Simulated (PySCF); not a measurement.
Species: C2H6B3NO3.
SMILES with atom numbers: `[CH3:1]/[N:2]=[CH:3]/[B:4]1[O:5][BH:6][O:7][BH:8][O:9]1`

Structure used (PBE0-D3(BJ)/def2-SVP), in Å, numbered top down from 1:
```xyz
15
C2H6B3NO3 angstrom
C      3.6190   -0.2447    0.3785
N      2.2288    0.0885    0.4371
C      1.4141   -0.5188   -0.3293
B     -0.1158   -0.1850   -0.2901
O     -0.9687   -0.8706   -1.1265
B     -2.3124   -0.6033   -1.1208
O     -2.8071    0.3418   -0.2624
B     -1.9665    1.0354    0.5734
O     -0.6270    0.7664    0.5537
H      3.9550   -0.5604    1.3801
H      3.8690   -1.0368   -0.3556
H      4.1966    0.6642    0.1410
H      1.7711   -1.2973   -1.0405
H     -3.0508   -1.1923   -1.8646
H     -2.4106    1.8727    1.3126
```

Definitions: NICS(0) = −σiso at the ring centroid; NICS(1) = −σiso and NICS(1)zz = −σzz at ±1 Å along the ring normal z. Level: GIAO PBE0/pcSseg-1 (PySCF, non-relativistic, gas phase) on the PBE0-D3(BJ)/def2-SVP geometry, one conformer.

Ring bond lengths (Å), with Mayer bond orders in brackets: B4–O5 1.377 (1.08), O5–B6 1.370 (1.09), B6–O7 1.369 (1.10), O7–B8 1.373 (1.08), B8–O9 1.366 (1.10), O9–B4 1.371 (1.12).

Question: What do the NICS probes read (ppm)?

Answer: 
```csv
ring,type,NICS(0),"NICS(1), two faces","NICS(1)zz, two faces",rms pucker (Å),"centre to ring atoms, mean (Å)"
B4–O5–B6–O7–B8–O9,6-membered ring with 3 B and 3 O; formal bonds all single,-1.4,-2.4 / -2.5,-2.2 / -2.4,0.00,1.37
```

Question: What can be read from them?

Answer: 
- B4–O5–B6–O7–B8–O9: mean NICS(1)zz -2.3 ppm, near zero.

Question: What is the mean of the two in-plane components of NICS at the first NICS(1) probe listed for ring B4–O5–B6–O7–B8–O9, 1 Å off the ring?

Answer: The isotropic value is a third of the trace: (3 × -2.4 − (-2.2))/2 = -2.5 ppm.

Question: Give the inner angles of the rings and the Hirshfeld charges of the ring atoms.

Answer: 
- B4–O5–B6–O7–B8–O9: B4 119.2° (+0.272 e), O5 120.5° (-0.215 e), B6 119.4° (+0.257 e), O7 120.6° (-0.215 e), B8 119.5° (+0.260 e), O9 120.7° (-0.206 e); sum 720.0° against 720° for a flat convex ring.

Question: How do the values depend on the level or the medium?

Answer: 
| level | NICS(0), B4–O5–B6–O7–B8–O9 | mean NICS(1)zz, B4–O5–B6–O7–B8–O9 |
| --- | --- | --- |
| PBE0/pcSseg-1, gas | -1.4 | -2.3 |
| wB97X-D/pcSseg-1, gas | -1.4 | -2.0 |
| PBE0/pcSseg-1, IEF-PCM acetone | -1.4 | -2.1 |
| PBE0/pcSseg-1, IEF-PCM chloroform | -1.4 | -2.1 |

The geometry is the same throughout; the continuum's cavity takes Bondi-type radii × 1.2.

The run took 31 s of wall time (grids of density and orbitals included) on one thread of an Arm Neoverse V2, shared host with 96 logical CPUs at a one-minute load of 79, and the process peaked at 1.0 GiB of memory. This is the whole shielding run at PBE0/pcSseg-1, SCF included.
